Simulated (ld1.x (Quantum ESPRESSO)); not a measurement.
vanadium RRKJ: all-electron and pseudo phase curves

```
Element                 : V
Generator               : ld1.x (Quantum ESPRESSO) 7.5
Type                    : norm-conserving RRKJ (Kleinman–Bylander form)
Functional              : PBE
Relativity              : scalar-relativistic
Frozen core             : [Ne]
Valence charge          : 13
Reference configuration : 3s2 3p6 3d3 4s2 4p0
Partial waves           : 3p (bound): rc 1.65 bohr; 3d (bound): rc 2.20 bohr; 3s (bound): rc 0.90 bohr
Local potential         : the s channel
Core correction         : Bessel-smoothed model core inside 0.95 bohr
```

Occupied shells without a wave of their own: 4s. They enter only through the test configuration that unscreens the potential, and ld1.x also counts them in the model core charge.

The phase is arctan(r·u′/u) with u = r·R(r), unwrapped; energies in Ry, scanned from -7 to 5 Ry. A pole is an energy at which the radial function vanishes at the test radius. The pseudo phase is shifted by a multiple of π to meet the all-electron one at the reference energy, and phase errors are pseudo minus all-electron; the curves can meet again beyond the range given. Levels narrower than the energy grid can be missing from the lists of poles.

| channel | radius (bohr) | reference energy (Ry) | poles, all-electron | poles, pseudo | unbroken range about the reference energy with phases within 0.05 rad | phase error 1 Ry above the reference energy (rad) |
| --- | --- | --- | --- | --- | --- | --- |
| s | 2.39 | -5.16 | -5.12, 3.11 | -5.12, 3.04 | the whole range | -0.000 |
| p | 2.39 | -3.24 | -3.15, 4.14 | -3.15, 4.13 | the whole range | +0.000 |
| d | 2.39 | -0.38 | -0.05 | -0.04 | below 1.1 | +0.024 |

ld1.x takes every shell without a wave as core, so the model core holds the 4s electrons as well and exchange and correlation see them twice. This cancels in the reference configuration, but the file is broken for other ones, and its errors say nothing about a proper core correction.

Phases in the p channel:

```json
{"E (Ry)": "-7.00", "all-electron": "1.402", "pseudo": "1.402"}
{"E (Ry)": "-6.74", "all-electron": "1.398", "pseudo": "1.398"}
{"E (Ry)": "-6.48", "all-electron": "1.394", "pseudo": "1.394"}
{"E (Ry)": "-6.22", "all-electron": "1.389", "pseudo": "1.389"}
{"E (Ry)": "-5.96", "all-electron": "1.384", "pseudo": "1.384"}
{"E (Ry)": "-5.70", "all-electron": "1.379", "pseudo": "1.379"}
{"E (Ry)": "-5.44", "all-electron": "1.373", "pseudo": "1.373"}
{"E (Ry)": "-5.18", "all-electron": "1.366", "pseudo": "1.366"}
{"E (Ry)": "-4.92", "all-electron": "1.357", "pseudo": "1.357"}
{"E (Ry)": "-4.66", "all-electron": "1.348", "pseudo": "1.348"}
{"E (Ry)": "-4.40", "all-electron": "1.335", "pseudo": "1.335"}
{"E (Ry)": "-4.14", "all-electron": "1.318", "pseudo": "1.318"}
{"E (Ry)": "-3.88", "all-electron": "1.290", "pseudo": "1.290"}
{"E (Ry)": "-3.62", "all-electron": "1.228", "pseudo": "1.228"}
{"E (Ry)": "-3.36", "all-electron": "0.711", "pseudo": "0.711"}
{"E (Ry)": "-3.10", "all-electron": "-1.632", "pseudo": "-1.632"}
{"E (Ry)": "-2.84", "all-electron": "-1.741", "pseudo": "-1.741"}
{"E (Ry)": "-2.58", "all-electron": "-1.782", "pseudo": "-1.782"}
{"E (Ry)": "-2.32", "all-electron": "-1.810", "pseudo": "-1.810"}
{"E (Ry)": "-2.06", "all-electron": "-1.834", "pseudo": "-1.834"}
{"E (Ry)": "-1.80", "all-electron": "-1.858", "pseudo": "-1.858"}
{"E (Ry)": "-1.54", "all-electron": "-1.885", "pseudo": "-1.885"}
{"E (Ry)": "-1.28", "all-electron": "-1.915", "pseudo": "-1.915"}
{"E (Ry)": "-1.02", "all-electron": "-1.952", "pseudo": "-1.952"}
{"E (Ry)": "-0.76", "all-electron": "-1.999", "pseudo": "-1.998"}
{"E (Ry)": "-0.50", "all-electron": "-2.059", "pseudo": "-2.059"}
{"E (Ry)": "-0.24", "all-electron": "-2.142", "pseudo": "-2.142"}
{"E (Ry)": "0.02", "all-electron": "-2.262", "pseudo": "-2.262"}
{"E (Ry)": "0.28", "all-electron": "-2.447", "pseudo": "-2.446"}
{"E (Ry)": "0.54", "all-electron": "-2.738", "pseudo": "-2.737"}
{"E (Ry)": "0.80", "all-electron": "-3.163", "pseudo": "-3.162"}
{"E (Ry)": "1.06", "all-electron": "-3.623", "pseudo": "-3.621"}
{"E (Ry)": "1.32", "all-electron": "-3.969", "pseudo": "-3.968"}
{"E (Ry)": "1.58", "all-electron": "-4.191", "pseudo": "-4.191"}
{"E (Ry)": "1.84", "all-electron": "-4.333", "pseudo": "-4.333"}
{"E (Ry)": "2.10", "all-electron": "-4.429", "pseudo": "-4.429"}
{"E (Ry)": "2.36", "all-electron": "-4.498", "pseudo": "-4.498"}
{"E (Ry)": "2.62", "all-electron": "-4.550", "pseudo": "-4.550"}
{"E (Ry)": "2.88", "all-electron": "-4.590", "pseudo": "-4.590"}
{"E (Ry)": "3.14", "all-electron": "-4.623", "pseudo": "-4.623"}
{"E (Ry)": "3.40", "all-electron": "-4.651", "pseudo": "-4.651"}
{"E (Ry)": "3.66", "all-electron": "-4.675", "pseudo": "-4.675"}
{"E (Ry)": "3.92", "all-electron": "-4.696", "pseudo": "-4.696"}
{"E (Ry)": "4.18", "all-electron": "-4.715", "pseudo": "-4.716"}
{"E (Ry)": "4.44", "all-electron": "-4.733", "pseudo": "-4.734"}
{"E (Ry)": "4.70", "all-electron": "-4.750", "pseudo": "-4.751"}
{"E (Ry)": "4.96", "all-electron": "-4.767", "pseudo": "-4.768"}
```
